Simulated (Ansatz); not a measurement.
Computed with frozen-core CCSD(T)/cc-pVTZ // r2SCAN-D4/def2-TZVP (Ansatz, a quantum-chemistry and plane-wave program).

Ansatz 0.2 input:
```yaml
crystal:
  periodic: [false, false, false]
  atoms:
    - { symbol: O, position_ang: [-1.203859, -1.114267, -0.166895] }
    - { symbol: Ge, position_ang: [-0.031296, 0.1515, 0.018372] }
    - { symbol: O, position_ang: [1.549989, -0.56121, -0.036254] }
    - { symbol: F, position_ang: [-0.1568, 1.359144, -1.197458] }
    - { symbol: F, position_ang: [-0.330194, 0.998259, 1.483315] }
    - { symbol: H, position_ang: [-2.048012, -0.893359, 0.244547] }
    - { symbol: H, position_ang: [2.220173, 0.059934, -0.345628] }
basis:
  gaussian: { orbitals: cc-pVTZ }
correlation:
  method: ccsd_t
```

Output:

```
Functional definition: HF
1185 factors; integrals over basis functions are off by at most 8.6e-4 eV
mean field evaluation 1: about -65995.3345 eV, gradient 5.6e1 eV
mean field evaluation 2: about -65995.4578 eV, gradient 5.6e1 eV
mean field evaluation 4: about -66000.2017 eV, gradient 2.5e0 eV
mean field evaluation 8: about -66000.2303 eV, gradient 2.4e-1 eV
mean field evaluation 16: about -65995.3352 eV, gradient 5.6e1 eV
mean field -66000.23048724 eV, -2425.4637338429 hartree, gradient 2.2e-6 eV, S^2 0.000000; 0 other end points of the search recorded, 0 dependent functions left out
13 core orbitals not correlated
reference -66000.23048724 eV, -2425.4637338429 hartree; 21, 21 occupied and 157, 157 virtual orbitals, 1185 factors
second order -32.06523899 eV of doubles, -0.00000000 eV of singles
cycle   1  -31.16829204 eV  change    9.0e-1 eV  update   1.2e-1
cycle   2  -31.86857526 eV  change   -7.0e-1 eV  update   3.3e-2
cycle   3  -32.01885126 eV  change   -1.5e-1 eV  update   1.6e-2
cycle   4  -31.99599790 eV  change    2.3e-2 eV  update   3.3e-3
cycle   5  -31.99310694 eV  change    2.9e-3 eV  update   1.3e-3
cycle   6  -31.99430710 eV  change   -1.2e-3 eV  update   4.0e-4
cycle   7  -31.99408536 eV  change    2.2e-4 eV  update   1.2e-4
cycle   8  -31.99398461 eV  change    1.0e-4 eV  update   3.9e-5
cycle   9  -31.99400238 eV  change   -1.8e-5 eV  update   1.4e-5
perturbative correction -1.10243719 eV, -0.0405138193 hartree
Total energy: -66033.32692681 eV, -2426.6800055635 hartree
```

Cost: about 7 core-minutes (a rough figure).
